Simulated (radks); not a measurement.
Spherical jellium clusters: N electrons in a uniform positive sphere of charge N and radius rs N^(1/3), rs = 2.61 bohr. Method: non-relativistic Kohn-Sham, exchange-only LDA, spin-polarised, spherical densities; computed with a radial shooting solver with Libxc functionals. Levels are named by radial order and angular momentum (1s, 1p, 1d, 2s, ...), and open shells are averaged over m. Each electron was tried in the lowest free levels, single moves between levels near the top were tried too, and the lowest total energy was kept; such a search can miss a lower state. Energies include the self-energy of the background; IP and EA are vertical (highest electron removed, lowest free level filled), at fixed background; spill-out counts the electrons outside the background radius R, and alpha is the static dipole polarisability from linear response (closed shells only). A dash means not computed or, for alpha, an open shell; in EA it means that no bound solution was reached, which is typical of self-interaction and does not show that the anion is unstable. Real open-shell clusters deform, which this model forbids.

N                         open shells  2S  E/N (eV)  E(N+1) + E(N-1) - 2E(N) (eV)  IP (eV)  spill-out (e)  alpha/R^3
1                    1s(up 1, down 0)   1    -0.091                             -        -           0.55          -
2                                none   0    -0.393                         1.541    5.935           0.80      2.329
3                    1p(up 1, down 0)   1     0.020                        -0.946    3.867           1.21          -
4                    1p(up 2, down 0)   2    -0.010                        -0.851    4.910           1.47          -
5                    1p(up 3, down 0)   3    -0.198                         1.029    5.547           1.66          -
6                    1p(up 3, down 1)   2    -0.152                        -0.883    4.286           1.85          -
7                    1p(up 3, down 2)   1    -0.246                        -0.631    5.059           2.01          -
8                                none   0    -0.394                         2.298    5.555           2.14      1.865
9                    1d(up 1, down 0)   1    -0.255                        -0.466    3.127           2.40          -
10                   1d(up 2, down 0)   2    -0.190                        -0.434    3.662           2.61          -
11                   1d(up 3, down 0)   3    -0.176                        -0.393    4.079           2.79          -
12                   1d(up 4, down 0)   4    -0.197                        -0.352    4.419           2.94          -
13                   1d(up 5, down 0)   5    -0.242                         0.364    4.701           3.07          -
14  1d(up 5, down 0) 2s(up 1, down 0)   6    -0.255                         0.511    4.262           3.36          -
15  1d(up 5, down 1) 2s(up 1, down 0)   5    -0.232                        -0.427    3.849           3.48          -
16  1d(up 5, down 2) 2s(up 1, down 0)   4    -0.238                        -0.410    4.213           3.59          -
17                   1d(up 5, down 4)   1    -0.268                        -0.418    4.597           3.57          -
18                               none   0    -0.318                         0.105    4.825           3.67      1.659
19                   2s(up 1, down 0)   1    -0.357                         0.337    4.668           3.87          -
20                               none   0    -0.375                         1.368    4.351           4.12      1.723
21                   1f(up 1, down 0)   1    -0.327                        -0.264    3.042           4.27          -
22                   1f(up 2, down 0)   2    -0.294                        -0.245    3.300           4.41          -
23                   1f(up 3, down 0)   3    -0.276                        -0.229    3.526           4.53          -
24                   1f(up 4, down 0)   4    -0.268                        -0.213    3.728           4.64          -
25                   1f(up 5, down 0)   5    -0.269                        -0.199    3.909           4.75          -
26                   1f(up 6, down 0)   6    -0.278                        -0.185    4.073           4.84          -
27                   1f(up 7, down 0)   7    -0.293                         0.710    4.223           4.94          -
28  1f(up 7, down 0) 2p(up 1, down 0)   8    -0.282                        -0.105    3.476           5.21          -
29  1f(up 7, down 0) 2p(up 2, down 0)   9    -0.275                        -0.097    3.688           5.48          -
30  1f(up 7, down 0) 2p(up 3, down 0)  10    -0.272                             -    3.868           5.74          -

All shells are closed at N = 2, 8, 18, 20 (there: 1s2 1p6 1d10 2s2); the second difference of the energy has clear peaks (12 % above both neighbours; the first and last values, which can be the largest, are not judged, and half-filled shells can peak too) at N = 5, 8, 14, 20, 27.
